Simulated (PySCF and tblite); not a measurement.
Results of a calculation; reference values are marked as such.
C4H6Cl4, numbered as in [Cl:1][CH2:2][CH2:3][CH2:4][C:5]([Cl:6])([Cl:7])[Cl:8].

Conformers came from 150 starts (ETKDG and KDG, MMFF94s, GFN2-xTB); geometries are GFN2-xTB. Free energies are PBE0-D3(BJ)/def2-SVP (IEF-PCM, acetonitrile) single points with GFN2-xTB rigid-rotor and vibrational terms (modes under about 100 cm⁻¹ blended into free rotors). Symmetry numbers and mirror images are counted. Conformers within 2.5 kcal/mol (GFN2-xTB free energy) were kept, 4 at most. Programs: PySCF with density fitting and tblite.

Torsions listed: Cl1–C2–C3–C4, C2–C3–C4–C5. Of a mirror pair one member is shown.

```
conformer        shape   symmetry  E(GFN2) kcal/mol
        1    64°, 180°  C1 (pair)              0.00
        2   180°, 180°         Cs              1.02
        3  -168°, -65°  C1 (pair)              1.80
        4   -63°, -93°  C1 (pair)              0.98
```

(1) Which of these conformers is the most populated at 298.15 K, and with what share?

(2) Give the DFT energies and free energies relative to the lowest, and all weights.

(3) How does its share change from 250 K to 350 K?

Answers

(1) Conformer 1, about 83 %.

(2) 
```json
{"conformer": "1", "shape": "64°, 180°", "E(DFT) kcal/mol": "0.00", "G(298.15 K) kcal/mol": "0.00", "weight %": "83.0"}
{"conformer": "2", "shape": "180°, 180°", "E(DFT) kcal/mol": "0.98", "G(298.15 K) kcal/mol": "1.21", "weight %": "10.7"}
{"conformer": "3", "shape": "-168°, -65°", "E(DFT) kcal/mol": "2.35", "G(298.15 K) kcal/mol": "2.45", "weight %": "1.3"}
{"conformer": "4", "shape": "-63°, -93°", "E(DFT) kcal/mol": "1.57", "G(298.15 K) kcal/mol": "1.68", "weight %": "4.9"}
```

(3) From 88 % to 78 %; the mixing entropy goes from 2.18 to 2.65 cal/(mol K).
